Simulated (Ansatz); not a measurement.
Isolated molecules relaxed with PBE0-D4/def2-TZVP in Ansatz; ΔE leaves out vibrations. CBS: MP2 limit from def2 TZ/QZ plus the TZ coupled-cluster correction, frozen cores. Functionals use def2-TZVPP. HSE06 is defined as in plane-wave codes. One conformer a species, not always the lowest.

Consider the redistribution: `[OH][AlH][CH]=S` + `N[SiH2][AlH2]` → `[OH][AlH][AlH2]` + `N[SiH2]C=S`.

```tsv
level	ΔE (eV)
HSE06	-0.06
CAM-B3LYP	-0.05
HF/def2-TZVPP	-0.08
CCSD(T)/def2-TZVPP	-0.04
```

What does CCSD(T)/CBS give? (Best estimate.)

The calculation gave: -0.04 eV. The listed levels differ from it by -0.02, -0.01, -0.04, 0.00 eV.

Largest T1 diagnostic among the species: 0.016.

From BLYP to BHLYP (50 % exact exchange), in def2-TZVPP and without D4, ΔE moves by −0.03 eV. At CCSD(T), def2-SVP lies +0.04 eV from the extrapolated value and def2-TZVPP +0.01 eV.
